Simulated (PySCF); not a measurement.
Species: C₆H₁₃FOSi₂.
Atom-mapped SMILES: `[CH3:1][SiH2:2][CH2:3][C@@H:4]1[CH2:5][C:6](=[O:7])[SiH2:8][C@H:9]1[F:10]`

Definitions: NICS(0) = −σiso at the ring centroid; NICS(1) = −σiso and NICS(1)zz = −σzz at ±1 Å along the ring normal z. Level: GIAO PBE0/pcSseg-1 (PySCF, non-relativistic, gas phase) on the GFN2-xTB geometry, one conformer.

Ring bond lengths (Å), with Mayer bond orders in brackets: C4–C5 1.529 (0.99), C5–C6 1.511 (0.94), C6–Si8 1.933 (0.84), Si8–C9 1.925 (0.86), C9–C4 1.534 (0.98).

Question: Give the NICS values of each ring in ppm.

Answer: 
```tsv
ring	type	NICS(0)	NICS(1), two faces	NICS(1)zz, two faces	rms pucker (Å)	centre to ring atoms, mean (Å)
C4–C5–C6–Si8–C9	5-membered ring with Si; formal bonds all single	2.5	-0.1 / -3.6	1.4 / -7.5	0.19	1.40
```

Question: What can be read from them?

Answer: 
- C4–C5–C6–Si8–C9: mean NICS(1)zz -3.1 ppm, shielded. C4, C5, Si8, C9 have four or more neighbours, and the NICS criterion for π rings isn't applied. The two faces differ by 8.9 ppm, so no symmetry operation interchanges them.

Question: At the first NICS(1) probe listed for ring C4–C5–C6–Si8–C9, 1 Å off the ring, how large is the induced field along the normal in 1 T applied along it?

Answer: NICSzz × B0 = 1.4 ppm × 1 T = 1 μT, along the applied field.

Question: Give the inner angles of the rings and the Hirshfeld charges of the ring atoms.

Answer: 
- C4–C5–C6–Si8–C9: C4 106.9° (-0.035 e), C5 108.4° (-0.086 e), C6 107.4° (+0.086 e), Si8 90.5° (+0.325 e), C9 106.0° (-0.026 e); sum 519.2° against 540° for a flat convex ring.
